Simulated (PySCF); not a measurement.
Br2, SMILES BrBr.

Coordinates come from a PBE-D3(BJ)/def2-TZVP optimisation.

Computed with TDA-PBE0/def2-TZVPD (PySCF 2.14.0).

Vertical excitations; the highest root listed may be one member of a degenerate set. Gas-phase values at a fixed geometry. State labels are in the subgroup D2h.

Question: List the lowest excited states. (An estimate is asked for; the answer gives what the named calculation found.)

Answer: 
```json
[
 {"state": "S1", "symmetry": "B3u", "energy (eV)": "2.84", "λ (nm)": "437", "f": "0.001", "main pairs": "HOMO−1→LUMO (degenerate set)"},
 {"state": "S2", "symmetry": "B2u", "energy (eV)": "2.84", "λ (nm)": "437", "f": "0.001", "main pairs": "HOMO→LUMO (degenerate set)"},
 {"state": "S3", "symmetry": "B2g", "energy (eV)": "4.95", "λ (nm)": "251", "f": "0.000", "main pairs": "HOMO−2→LUMO (degenerate set)"},
 {"state": "S4", "symmetry": "B3g", "energy (eV)": "4.95", "λ (nm)": "251", "f": "0.000", "main pairs": "HOMO−3→LUMO (degenerate set)"},
 {"state": "S5", "symmetry": "B3g", "energy (eV)": "7.69", "λ (nm)": "161", "f": "0.000", "main pairs": "HOMO→LUMO+2 (degenerate set)"},
 {"state": "S6", "symmetry": "B2g", "energy (eV)": "7.69", "λ (nm)": "161", "f": "0.000", "main pairs": "HOMO−1→LUMO+2 (degenerate set)"},
 {"state": "S7", "symmetry": "B3u", "energy (eV)": "8.04", "λ (nm)": "154", "f": "0.062", "main pairs": "HOMO−1→LUMO+1 (degenerate set)"},
 {"state": "S8", "symmetry": "B2u", "energy (eV)": "8.04", "λ (nm)": "154", "f": "0.062", "main pairs": "HOMO→LUMO+1 (degenerate set)"},
 {"state": "S9", "symmetry": "B1u", "energy (eV)": "8.16", "λ (nm)": "152", "f": "0.452", "main pairs": "HOMO−4→LUMO 31 %, HOMO→LUMO+3 30 %, HOMO−1→LUMO+4 30 %"},
 {"state": "S10", "symmetry": "Au", "energy (eV)": "8.29", "λ (nm)": "150", "f": "0.000", "main pairs": "HOMO−1→LUMO+3 50 %, HOMO→LUMO+4 50 %"},
 {"state": "T1", "symmetry": "B3u", "energy (eV)": "2.04", "λ (nm)": "608", "f": "0", "main pairs": "HOMO−1→LUMO (degenerate set)"},
 {"state": "T2", "symmetry": "B2u", "energy (eV)": "2.04", "λ (nm)": "608", "f": "0", "main pairs": "HOMO→LUMO (degenerate set)"},
 {"state": "T3", "symmetry": "B2g", "energy (eV)": "4.16", "λ (nm)": "298", "f": "0", "main pairs": "HOMO−2→LUMO (degenerate set)"},
 {"state": "T4", "symmetry": "B3g", "energy (eV)": "4.16", "λ (nm)": "298", "f": "0", "main pairs": "HOMO−3→LUMO (degenerate set)"}
]
```
Triplets are in the Tamm–Dancoff approximation.
